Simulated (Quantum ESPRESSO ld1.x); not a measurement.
The numbers below are computed, except where a source is named.
Species: Te21+. Configuration: [Ar] 3d10 4s2 4p1.

Level of theory: non-relativistic Kohn-Sham, LDA (Slater exchange, VWN5 correlation), spin-polarised, spherical densities, point nucleus; open shells are filled with parallel spins first; relativity is left out, which matters for an element this heavy (ld1.x of Quantum ESPRESSO 7.5).

Energy parts (eV):
total: -174624.72
kinetic: 174553.50
electron-nucleus: -395142.64
Hartree: 49892.63
exchange-correlation: -3928.21

Orbitals (lengths in bohr, moments of r in powers of bohr; r(max) is where P^2 peaks):
| orbital | occ. | eigenvalue (eV) | r(max) |
|---|---|---|---|
| 1s up | 1 | -30982.021 | 0.019 |
| 1s down | 1 | -30981.526 | 0.019 |
| 2s up | 1 | -5151.609 | 0.107 |
| 2s down | 1 | -5151.287 | 0.107 |
| 2p up | 3 | -4876.547 | 0.084 |
| 2p down | 3 | -4876.101 | 0.084 |
| 3s up | 1 | -1475.551 | 0.304 |
| 3s down | 1 | -1474.946 | 0.304 |
| 3p up | 3 | -1360.700 | 0.290 |
| 3p down | 3 | -1360.057 | 0.290 |
| 3d up | 5 | -1148.585 | 0.235 |
| 3d down | 5 | -1147.989 | 0.235 |
| 4s up | 1 | -648.460 | 0.676 |
| 4s down | 1 | -645.309 | 0.676 |
| 4p up | 1 | -603.964 | 0.682 |
| 4p down | 0 | -600.840 | 0.682 |

The highest occupied level is 4p up at -603.96 eV. Summed over all electrons, <r^2> = 3.726 bohr^2, which gives a Langevin (diamagnetic) susceptibility term of -2.95 x 10^-6 cm^3/mol. For comparison, the ionisation energy in NIST's Atomic Spectra Database is 633 eV (theoretical). In exact Kohn-Sham theory the highest level is minus the ionisation energy, but local and semilocal functionals leave it too shallow, through self-interaction and a potential that decays too fast; potentials with the right tail come closer.
